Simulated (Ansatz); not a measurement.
## Molecular dynamics of V

The input (input.yaml):

```yaml
crystal:
  lattice:
    - [6.04, 0.0, 0.0]
    - [0.0, 6.04, 0.0]
    - [0.0, 0.0, 6.04]
  atoms:
    - { symbol: V, position: [0.0, 0.0, 0.0] }
    - { symbol: V, position: [0.5, 0.0, 0.0] }
    - { symbol: V, position: [0.0, 0.5, 0.0] }
    - { symbol: V, position: [0.0, 0.0, 0.5] }
    - { symbol: V, position: [0.25, 0.25, 0.25] }
    - { symbol: V, position: [0.5, 0.5, 0.0] }
    - { symbol: V, position: [0.5, 0.0, 0.5] }
    - { symbol: V, position: [0.75, 0.25, 0.25] }
    - { symbol: V, position: [0.0, 0.5, 0.5] }
    - { symbol: V, position: [0.25, 0.75, 0.25] }
    - { symbol: V, position: [0.25, 0.25, 0.75] }
    - { symbol: V, position: [0.5, 0.5, 0.5] }
    - { symbol: V, position: [0.75, 0.75, 0.25] }
    - { symbol: V, position: [0.75, 0.25, 0.75] }
    - { symbol: V, position: [0.25, 0.75, 0.75] }
    - { symbol: V, position: [0.75, 0.75, 0.75] }
basis:
  ecutwfc: 420.0
kpoints:
  mp_grid: { grid: [2, 2, 2] }
hamiltonian:
  xc: pbe
  dispersion: d3bj
scf:
  occupations: { method: fermi_dirac, width: 0.24 }
  lower_state_search: "off"
md:
  timestep: 3
  n_steps: 280
  ensemble: nvt_langevin
  temperature: 300.0
  initial_velocities: maxwell_boltzmann
  seed: 665927
  friction: 0.02
  temperature_schedule: [{ n_steps: 280, end_temperature: 2800.0 }]
```

Launched with:

```bash
$ ansatz run input.yaml --threads 2 --pin off --max-ram 5120MiB --backend cpu --events-out ev --progress --plain --runs-dir out
```

It starts from a structure without forces on its atoms.

Output, in part (step lines):

```
md step     0: t =     0.00 fs  T =   281.3 K (target 300.0 K)  F+E_penalty+E_count = -46612.15598692 eV  E_kin = 0.581670 eV  (7 SCF iters)
[... lines left out ...]
```

The steps, from the saved trajectory:

| time (fs) | T (K) | potential energy less start (eV) |
| --- | --- | --- |
| 0.0 | 281 | 0.000 |
| 27.0 | 193 | 0.519 |
| 54.0 | 277 | 0.681 |
| 81.0 | 481 | 0.703 |
| 108.0 | 480 | 0.922 |
| 135.0 | 545 | 0.692 |
| 162.0 | 748 | 0.754 |
| 189.0 | 587 | 1.322 |
| 216.0 | 534 | 1.402 |
| 243.0 | 1103 | 1.355 |
| 270.0 | 1149 | 1.852 |
| 297.0 | 940 | 2.101 |
| 324.0 | 1218 | 2.700 |
| 351.0 | 1258 | 2.822 |
| 378.0 | 1072 | 2.759 |
| 405.0 | 1736 | 2.245 |
| 432.0 | 1132 | 3.095 |
| 459.0 | 2164 | 2.466 |
| 486.0 | 1306 | 2.836 |
| 513.0 | 1209 | 2.634 |
| 540.0 | 1665 | 3.173 |
| 567.0 | 1699 | 4.539 |
| 594.0 | 1920 | 4.476 |
| 621.0 | 1688 | 4.304 |
| 648.0 | 2020 | 3.770 |
| 675.0 | 2160 | 4.366 |
| 702.0 | 2525 | 3.683 |
| 729.0 | 2194 | 3.649 |
| 756.0 | 2081 | 4.481 |
| 783.0 | 2225 | 3.809 |
| 810.0 | 2521 | 3.981 |
| 837.0 | 1549 | 4.964 |

The run went to its last step. The schedule's set-point averaged 2175 K over the second half and the system 1848 K, so it lags behind the ramp. A run of 0.84 ps of so small a system gives no equilibrium averages. Limits of this set-up: coarse k mesh, magnetic elements without spin.

Mean squared displacements from the first frame to the last, about the centre of mass: V 0.09 Å².

Last frame:

```xyz
16
Lattice="6.0400 0.0000 0.0000 0.0000 6.0400 0.0000 0.0000 0.0000 6.0400" Properties=species:S:1:pos:R:3
V -0.491 -0.077 -0.165
V 2.520 -0.243 0.362
V -0.243 2.755 -0.191
V 0.001 0.117 3.028
V 1.036 1.358 1.823
V 2.503 2.971 -0.033
V 2.900 -0.100 3.289
V 4.012 1.322 1.204
V -0.170 2.926 2.846
V 1.167 4.506 1.649
V 1.522 1.276 4.563
V 2.951 2.932 3.067
V 4.406 4.561 1.250
V 4.080 1.216 4.438
V 1.361 4.385 4.628
V 4.172 4.515 4.495
```

Run time: 33 min on 2 threads of Arm Neoverse V1, with other jobs on the host, peak memory 0.77 GiB.
